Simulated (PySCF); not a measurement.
## `InChI=1S/C8H7Cl/c9-7-6-8-4-2-1-3-5-8/h1-7H/b7-6+`

Cartesian coordinates in Å; atom numbers follow the order of the lines, from 1:
```xyz
16

Cl    4.9146   -0.0961   -0.0763
C     3.2736    0.4229   -0.1244
C     2.2405   -0.4218   -0.0230
C     0.8222   -0.0588   -0.0548
C     0.3657    1.2624   -0.2027
C    -0.9939    1.5469   -0.2256
C    -1.9333    0.5212   -0.1016
C    -1.4972   -0.7934    0.0455
C    -0.1347   -1.0784    0.0685
H     3.1707    1.5032   -0.2452
H     2.4633   -1.4868    0.0956
H     1.0816    2.0814   -0.3015
H    -1.3268    2.5812   -0.3416
H    -3.0015    0.7491   -0.1201
H    -2.2224   -1.6048    0.1434
H     0.2023   -2.1120    0.1842
```

Level of theory: PySCF, quadratic response CAM-B3LYP/aug-cc-pVDZ first hyperpolarisability, Taylor convention, gas phase. Geometry: PBE0-D3(BJ)/def2-SVP.

(1) What is the first hyperpolarisability, and how does it disperse?

(2) Which lowest excitations, dipole and polarisabilities go with it?

Results:

(1) In au, Taylor convention; the vector part is βᵢ = ⅓ Σⱼ (βᵢⱼⱼ + βⱼᵢⱼ + βⱼⱼᵢ); β∥ is 3/5 of the vector part along the dipole, the dipole points from − to +:
```csv
process,λ (nm),β vector norm,β∥,β HRS,depolarisation ratio
"static β(0;0,0)",∞,376.3,-222.2,144.1,6.87
"second harmonic β(−2ω;ω,ω)",1907,409.1,-241.7,157.0,6.74
"Pockels β(−ω;ω,0)",1907,386.7,-228.4,–,–
"second harmonic β(−2ω;ω,ω)",1064,501.9,-297.1,193.9,6.42
"Pockels β(−ω;ω,0)",1064,411.6,-243.2,–,–
```

(2) S1 4.76 eV (f = 0.414); S2 5.04 eV (f = 0.085); S3 5.78 eV (f = 0.001); dipole 1.83 D; isotropic α 116.7 au static, 117.3 au at 1907 nm, 118.8 au at 1064 nm, 119.4 au at 953.5 nm, 126.6 au at 532 nm.
